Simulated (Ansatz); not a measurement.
```yaml
crystal:
  periodic: [false, false, false]
  atoms:
    - {symbol: C, position_ang: [0.335432, 0.383002, 0.150522]}
    - {symbol: O, position_ang: [0.035432, 0.333002, -0.149478]}
    - {symbol: Mg, position_ang: [0.003427, -1.286825, 0.530685]}
    - {symbol: O, position_ang: [0.051142, -2.913331, 1.215080]}
    - {symbol: H, position_ang: [1.101311, 1.966116, -0.799227]}
    - {symbol: H, position_ang: [-0.457764, 2.325634, -0.045156]}
    - {symbol: H, position_ang: [-0.400605, 1.640004, -1.674712]}
    - {symbol: H, position_ang: [-0.311447, -3.722690, 1.548757]}
basis:
  gaussian: {orbitals: STO-3G}
hamiltonian: {xc: {name: wB97}}
scf: {lower_state_search: off}
```

```sh
$ ansatz run in.yaml --threads 2 --pin off --events-out ev --progress --plain --max-ram 22528MiB --backend cpu
```

Output, abridged:

```
Functional definition: wB97
353 factors; integrals over basis functions are off by at most 1.9e-4 eV
150 factors; integrals over basis functions are off by at most 1.2e-5 eV
mean field evaluation 1: about -10142.9293 eV, gradient 8.2e1 eV
mean field evaluation 2: about -10060.0271 eV, gradient 1.3e2 eV
mean field evaluation 4: about -10186.9882 eV, gradient 9.4e0 eV
mean field evaluation 8: about -10187.9886 eV, gradient 4.1e-1 eV
mean field evaluation 16: about -10187.8718 eV, gradient 6.0e-4 eV
a density is far from that of the atoms, so the factors are made again for it
379 factors; integrals over basis functions are off by at most 3.1e-5 eV
154 factors; integrals over basis functions are off by at most 2.2e-6 eV
mean field evaluation 32: about -10187.8718 eV, gradient 1.7e-6 eV
mean field -10187.87175045 eV, -374.3973812416 hartree, gradient 1.9e-6 eV, S^2 0.000000; 0 other end points of the search recorded, 0 dependent functions left out
reference -10187.87174405 eV, -374.3973810062 hartree; 19, 19 occupied and 9, 9 virtual orbitals, 379 factors
Total energy: -10187.87174405 eV, -374.3973810062 hartree
Checks for a lower state left out: stability, starts, cluster_reference, orbital_swaps, neighbouring_geometries, increment
```

What is wrong with this run?

One atom was put on top of another. The run converged. The result belongs to that input, not to the molecule as meant.
